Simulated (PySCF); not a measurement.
Computed shifts of a molecule C₃H₈BNO, PBE/pcSseg-1 (PySCF), GIAO, gas phase, equivalent atoms averaged, in ppm (number of nuclei): ¹³C: 152.5 (1), 120.8 (1), 31.4 (1). ¹⁵N: 86.0 (1). ¹H: 6.60 (1), 5.54 (2), 3.54 (1), 3.46 (1), 2.55 (1), 2.34 (1), 2.26 (1). References: ¹³C against TMS (σ = 182.0 ppm); ¹¹B against BF3 (σ = 83.9 ppm); ¹⁵N against NH3 (σ = 267.0 ppm); ¹⁷O against H2O (σ = 334.3 ppm); ¹H against TMS (σ = 31.49 ppm), references at their B3LYP-D3(BJ)/def2-TZVP geometries, non-relativistic. Geometry: PBE-D3(BJ)/def2-SVP. One conformer was computed; it need not be the lowest.

Question: Pick the molecule that these values belong to.
A. C=CB(N)OC
B. C=CCB(N)O
C. C=COB(C)N
D. NB(O)C1CC1

Answer: B, C=CCB(N)O
